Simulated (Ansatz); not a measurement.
A search over several starts for the lowest SCF solution of TiCl₂O₂H₂⁺, that is Ti(OH)2Cl2 with one electron fewer at the given spin, in a small basis.

```yaml
crystal:
  periodic: [false, false, false]
  atoms:
    - {symbol: Ti, position_ang: [-0.258500, 0.016624, -0.276985]}
    - {symbol: O, position_ang: [0.009893, -0.083136, 1.454768]}
    - {symbol: H, position_ang: [-0.469506, -0.142611, 2.290594]}
    - {symbol: O, position_ang: [1.309855, 0.070087, -1.085122]}
    - {symbol: H, position_ang: [2.210779, 0.052356, -0.734972]}
    - {symbol: Cl, position_ang: [-1.408974, 1.844953, -0.720380]}
    - {symbol: Cl, position_ang: [-1.393546, -1.758274, -0.927913]}
basis:
  gaussian: {orbitals: def2-SVP}
total_charge: 1
magnetization: {spin_polarized: true, initial_magnetization: 1}
hamiltonian: {xc: pbe0, dispersion: d4}
output: {orbitals: {seedname: orbitals}}
```

```sh
$ ansatz run in.yaml --threads 4 --pin off --events-out ev --progress --plain --max-ram 3916MiB
```

Output, abridged:

```
Functional definition: PBE0
1028 factors; integrals over basis functions are off by at most 1.2e-3 eV
mean field evaluation 1: about -52233.2064 eV, gradient 6.9e1 eV
mean field evaluation 2: about -51852.3673 eV, gradient 3.0e2 eV
mean field evaluation 4: about -52228.6119 eV, gradient 7.3e1 eV
mean field evaluation 8: about -52250.8378 eV, gradient 5.9e-1 eV
mean field evaluation 16: about -52250.9680 eV, gradient 3.5e-2 eV
mean field evaluation 32: about -52250.9684 eV, gradient 5.5e-3 eV
mean field evaluation 64: about -52250.9294 eV, gradient 1.8e-1 eV
mean field -52250.96843877 eV, -1920.1876731465 hartree, gradient 5.2e-6 eV, S^2 0.772044; 7 other end points of the search recorded, 0 dependent functions left out
reference -52250.96851985 eV, -1920.1876761260 hartree; 37, 36 occupied and 68, 69 virtual orbitals, 1028 factors
Total energy: -52251.12965255 eV, -1920.1935976435 hartree
```

Hardware: 4 threads of Arm Neoverse V2 on a shared host. Wall time 11 s.
